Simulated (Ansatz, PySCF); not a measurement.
Potential energy curve for H3Al, SMILES [AlH3]. The Al1–H4 bond (Al1 also carries H, H; H4 carries nothing else) is stretched with both fragments frozen at the PBE0/def2-TZVP optimised geometry.

Computed with: RCCSDTQ = Ansatz (an electronic-structure program) with CCSDTQ on RHF/cc-pVDZ, frozen core; RHF/cc-pVDZ (Ansatz); UKS-B3LYP/3-21G = unrestricted B3LYP/3-21G (PySCF); RCCSDT = CCSDT on RHF/cc-pVDZ, frozen core run with Ansatz.

Energies are in kcal/mol, each relative to the lowest point of its own curve near equilibrium.

```csv
R / Å,RCCSDTQ,RHF,UKS-B3LYP/3-21G,RCCSDT
1.27,24.3,24.7,26.9,24.3
1.34,13.3,13.5,15.3,13.3
1.43,4.8,4.8,…,4.8
1.49,1.7,1.7,2.3,1.7
1.52,0.8,0.8,1.2,0.8
1.59,0.0,0.0,0.0,0.0
1.63,0.2,0.3,…,0.2
1.68,1.1,1.3,0.7,1.1
1.75,3.2,3.6,…,3.2
1.82,6.1,6.7,5.3,6.1
1.97,14.0,15.4,12.9,14.0
2.14,24.2,26.9,23.0,24.2
2.40,39.8,45.4,39.1,39.8
2.58,49.5,…,49.8,49.5
2.91,—,78.9,…,—
3.19,—,…,74.3,—
3.52,—,110.4,79.6,—
3.90,—,125.7,82.7,—
4.24,—,136.9,84.0,—
4.83,—,151.8,84.8,—
5.51,—,163.5,85.1,—
```

Task: What belongs in the gaps?

Result: 
- 1.43, UKS-B3LYP/3-21G: 5.9
- 1.63, UKS-B3LYP/3-21G: 0.1
- 1.75, UKS-B3LYP/3-21G: 2.6
- 2.58, RHF: 57.8
- 2.91, UKS-B3LYP/3-21G: 66.2
- 3.19, RHF: 94.5

Dashes: no converged value, or the column stops at the first point that the program doubted or that broke a chosen test of continuity, which isn't proof of a fault.

The T1 diagnostic of CCSD on the restricted reference of RCCSDTQ, RCCSDT exceeds 0.045 at 3.19 to 5.51 Å. The restricted form behind RHF keeps the bonding electrons paired and can't separate into open-shell fragments. The unrestricted determinant behind UKS-B3LYP/3-21G is spin-contaminated at 2.91 to 5.51 Å (<S²> up to 1.0, against 0.00 for a pure singlet).
